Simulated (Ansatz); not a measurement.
ZrF₄⁺. Charge 1, multiplicity 2. Geometry PBE-D4/def2-SVP, that of the neutral singlet; atoms count from 1.

```xyz
5

Zr    0.0000    0.0000    0.0000
F     0.8134    1.7035   -0.2797
F    -0.9512    0.0133    1.6543
F     1.3494   -1.3483    0.0530
F    -1.2116   -0.3685   -1.4275
```

In the def2 sets Zr takes a core potential; there is no spin–orbit coupling.

Problem. Estimate the Mulliken populations from the PBE0/def2-TZVP orbitals of Ansatz.

Solution. 
| atom | charge (e) | spin (α − β) | d electrons |
| --- | --- | --- | --- |
| Zr1 | 1.92 | -0.13 | 1.61 |
| F2 | -0.23 | 0.28 | – |
| F3 | -0.23 | 0.28 | – |
| F4 | -0.23 | 0.28 | – |
| F5 | -0.23 | 0.28 | – |
Mulliken values depend strongly on the basis.

Problem. Where does the spin sit?

Solution. Summed by element: Zr -0.13, F 1.13, of 1 unpaired in all. Largest on single atoms: F4 0.28, F3 0.28, F2 0.28.

Problem. And the Mayer bond orders between heavy atoms (over 0.3)?

Solution. Zr1–F2 0.87 (1.91 Å); Zr1–F3 0.87 (1.91 Å); Zr1–F4 0.87 (1.91 Å); Zr1–F5 0.87 (1.91 Å).
